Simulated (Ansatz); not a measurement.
Saddle point of SiH4BrClO, singlet (SiH₃BrO ([OH][SiH2][Br]) + HCl → SiH₃ClO ([OH][SiH2][Cl]) + HBr; bonds formed: Si1–Cl7, Br2–H6; bonds broken: Si1–Br2, H6–Cl7), PBE0-D4/def2-TZVP structure:

| atom | x (Å) | y (Å) | z (Å) |
| --- | --- | --- | --- |
| Si1 | -0.4865 | -0.3157 | 0.2206 |
| Br2 | 1.9419 | -1.0595 | 0.9481 |
| H3 | -0.5927 | -1.3393 | -0.8318 |
| H4 | -0.8201 | -0.7847 | 1.5768 |
| O5 | -1.5328 | 0.9372 | 0.1528 |
| H6 | 1.9258 | 0.0434 | -0.2911 |
| Cl7 | 1.0550 | 0.9909 | -1.1726 |
| H8 | -1.4904 | 1.5276 | -0.6027 |

Energies are electronic, without zero-point energy. Barriers and step energies count from the start structure reached by relaxing down the imaginary mode; all methods use the PBE0-D4 structures, on which another method's saddle can fall below an end. Ansatz 0.2.0; basis: def2-TZVPP, with def2-QZVPP for the basis limit; cores frozen in the correlated methods. Filled d shells of the heavier atoms are correlated. The def2 sets are not built for correlating such inner shells, so the correlated values are less sure here. B3LYP uses VWN-RPA correlation. Extrapolation: Hartree–Fock as exp(−7.88 √X), correlation as X^−2.97.

```csv
method,barrier (eV),step energy (eV)
SPW92,0.968,0.144
PBE-D4,1.193,0.097
BLYP-D4,1.350,0.068
r2SCAN-D4,1.337,0.067
B97M-V,1.558,0.026
PBE0-D4,?,0.082
B3LYP-D4,1.513,0.059
r2SCAN0-D4,?,0.064
BHLYP-D4,1.756,0.049
CAM-B3LYP-D4,1.627,0.041
wB97X-V,1.631,0.043
wB97M-V,1.556,0.051
B2PLYP,?,0.035
PBE-QIDH,1.563,0.061
RPA on PBE,1.626,0.018
HF,2.285,-0.036
MP2,1.583,0.055
CCSD,1.798,0.026
CCSD(T),1.672,0.040
```

Problem. Fill in the withheld barriers. (An estimate is asked for; the value comes from the calculation.)

Solution. By the calculation: B2PLYP 1.594; PBE0-D4 1.403; r2SCAN0-D4 1.482 eV. Each is the energy of the saddle less that of the start structure, by the same method.

For comparison, the barrier by CCSD(T) at an estimated basis limit (MP2 extrapolated from triple and quadruple zeta, plus CCSD(T) − MP2 in triple zeta) is 1.616 eV.

No T1 diagnostic of these runs exceeds 0.011.

Labels in which every atom is bracketed show which atoms are joined, not bond orders.

For scale, one of the runs: CCSD(T)/def2-TZVPP, 219 basis functions, launched by `ansatz run in.yaml --threads 4 --pin off --events-out ev --progress --plain --max-ram 9574MiB`. The run took 2.1 min on 4 CPU threads of an Arm Neoverse V1 (shared host), with 3.2 GiB of host memory at its peak.
